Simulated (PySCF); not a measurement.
A structure optimised at PBE-D3(BJ)/def2-SVP, used in a PySCF frequency run:

```
Si
O 1 1.6620
H 2 0.9752 1 114.13
O 1 1.6620 2 114.28 3 -73.20
H 4 0.9752 1 114.13 2 -73.20
Br 1 2.2216 2 110.68 3 44.82
Br 1 2.2216 2 104.80 3 165.48
```

**Question.** Write its SMILES, formula and point group.

**Answer.** O[Si](O)(Br)Br, Br2H2O2Si, C2

**Question.** What are its rotational constants (standard atomic weights)?

**Answer.** 2.3114, 0.82897, 0.72899 GHz
